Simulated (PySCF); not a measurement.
**From a computed spectrum to the compound**

A species of 9 atoms with charge 3 has these harmonic modes (BP86, small Gaussian bases with core potentials, PySCF 2.14.0):

```json
{"cm⁻¹": "6", "km/mol": "0.9", "symmetry": ""}
{"cm⁻¹": "44", "km/mol": "0.3", "symmetry": ""}
{"cm⁻¹": "87", "km/mol": "11.8", "symmetry": ""}
{"cm⁻¹": "391", "km/mol": "0.2", "symmetry": ""}
{"cm⁻¹": "391", "km/mol": "5.9", "symmetry": ""}
{"cm⁻¹": "670", "km/mol": "45.1", "symmetry": ""}
{"cm⁻¹": "680", "km/mol": "7.7", "symmetry": ""}
{"cm⁻¹": "698", "km/mol": "130.5", "symmetry": ""}
{"cm⁻¹": "708", "km/mol": "77.6", "symmetry": ""}
{"cm⁻¹": "1384", "km/mol": "170.2", "symmetry": ""}
{"cm⁻¹": "1387", "km/mol": "74.6", "symmetry": ""}
{"cm⁻¹": "1533", "km/mol": "95.7", "symmetry": ""}
{"cm⁻¹": "1534", "km/mol": "91.6", "symmetry": ""}
{"cm⁻¹": "1536", "km/mol": "39.1", "symmetry": ""}
{"cm⁻¹": "1538", "km/mol": "3.2", "symmetry": ""}
{"cm⁻¹": "3156", "km/mol": "567.7", "symmetry": ""}
{"cm⁻¹": "3167", "km/mol": "81.5", "symmetry": ""}
{"cm⁻¹": "3209", "km/mol": "190.0", "symmetry": ""}
{"cm⁻¹": "3212", "km/mol": "199.4", "symmetry": ""}
{"cm⁻¹": "3221", "km/mol": "225.4", "symmetry": ""}
{"cm⁻¹": "3229", "km/mol": "216.3", "symmetry": ""}
```

(1) Which species is it, and in which structure?

## Answers

(1) [Lu(NH3)2]3+ (singlet in the valence; each metal's 4f electrons, 14 of them, lie in its core potential, out of spins and levels):
```xyz
9

Lu   -0.2100    0.0669    0.0000
N     1.0362   -0.3278    1.8946
H     1.9900    0.1169    1.9310
H     0.5943    0.0078    2.7912
H     1.2461   -1.3373    2.1112
N     1.0358   -0.3320   -1.8939
H     1.9420   -0.8516   -1.7688
H     0.5481   -0.8988   -2.6372
H     1.3364    0.5254   -2.4284
```
Ideal gas at 298.15 K and 1 bar: S = 371.3 J/(mol K), Cp = 86.8 J/(mol K), H − H(0 K) = 19.6 kJ/mol (rigid rotor, harmonic modes, spin degeneracy alone, that of the 4f electrons in the core included; the modes under 60 cm⁻¹ make these uncertain). An lcecp potential fixes the number of 4f electrons, so in runs with it no electron can move into or out of that shell.
 This is one of several that fit.
